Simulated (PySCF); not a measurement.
NICS in one family of compounds.

NICS = −σ at a ghost point: NICS(0) at the centroid of the ring atoms, NICS(1) 1 Å to either side along the normal of their mean plane, zz for the tensor component along that normal. Level: GIAO PBE0/pcSseg-1 (PySCF, non-relativistic, gas phase) on the GFN2-xTB geometries, one conformer each. Atom numbers follow the mapped SMILES.

Task: Order these rings by mean NICS(1)zz, lowest (most negative) first (ppm).
A. ring C3–C4–P5–C6–C8–P9 in `[CH2:1]=[CH:2][c:3]1[cH:4][p:5][c:6]([CH3:7])[cH:8][p:9]1`
B. ring C3–P4–C5–C6–P8–C9 in `[CH2:1]=[CH:2][c:3]1[p:4][cH:5][c:6]([CH3:7])[p:8][c:9]1[C:10]#[N:11]`
C. ring C2–C3–P4–C5–C7–P8 in `[CH3:1][c:2]1[cH:3][p:4][c:5]([SiH3:6])[cH:7][p:8]1`

Result: C (-23.8), A (-22.1), B (-19.6).

```tsv
SMILES	ring	NICS(0)	NICS(1)	NICS(1)zz	HOMA	rms pucker (Å)	ring atoms with four or more neighbours
Cc1cpc([SiH3])cp1	6-membered ring with 2 P; formal bonds all aromatic	-6.0	-9.7	-23.8	0.82	0.00	0
C=Cc1cpc(C)cp1	6-membered ring with 2 P; formal bonds all aromatic	-5.8	-9.3	-22.1	0.82	0.00	0
C=Cc1pcc(C)pc1C#N	6-membered ring with 2 P; formal bonds all aromatic	-5.6	-8.8	-19.6	0.78	0.00	0
```

NICS(0) gives the same order. The isotropic NICS(1) gives the same order. HOMA uses Krygowski's 1993 parameters. NICS(1) and NICS(1)zz are means over the two faces.
